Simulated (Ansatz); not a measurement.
Start from `O[CH](O)[GaH2]` and change one element to get `BC(O)O`.

Ansatz, PBE0-D4/def2-TZVP geometries, multiplicity 1. Each molecule was computed in one conformer, which needn't be the lowest. `BC(O)O` holds a close contact that its SMILES doesn't draw: O···B 1.66 Å.

Scalar relativity is left out up to krypton.

```
                                        property  `O[CH](O)[GaH2]`
             LUMO energy (B3LYP/def2-TZVPP) / eV             -1.87
              LUMO energy (PBE0/def2-TZVPP) / eV             -1.57
  size of the dipole moment (PBE/def2-TZVPP) / D              0.56
              HOMO energy (PBE0/def2-TZVPP) / eV             -7.14
           HOMO–LUMO gap (B3LYP/def2-TZVPP) / eV              5.09
size of the dipole moment (B3LYP/def2-TZVPP) / D              0.44
```

Task: What does the change do to each property? (An estimate is asked.)

Result: Ansatz gave: 
```csv
property,`BC(O)O`,shift
LUMO energy (B3LYP/def2-TZVPP) / eV,-0.21,1.66
LUMO energy (PBE0/def2-TZVPP) / eV,0.16,1.73
size of the dipole moment (PBE/def2-TZVPP) / D,4.01,3.45
HOMO energy (PBE0/def2-TZVPP) / eV,-8.20,-1.06
HOMO–LUMO gap (B3LYP/def2-TZVPP) / eV,7.80,2.71
size of the dipole moment (B3LYP/def2-TZVPP) / D,4.01,3.57
```

With PBE0 the HOMO falls by 1.06 eV and the LUMO rises by 1.73 eV, so the gap widens by about 2.79 eV. PBE moves the HOMO by -0.94 eV and ωB97M-V by -1.18 eV. Dipoles are sizes alone; their direction can turn.

Positive LUMOs are unbound, so they and the gaps depend on the basis.

B3LYP here is the variant with VWN-RPA as its local correlation; programs differ in this.
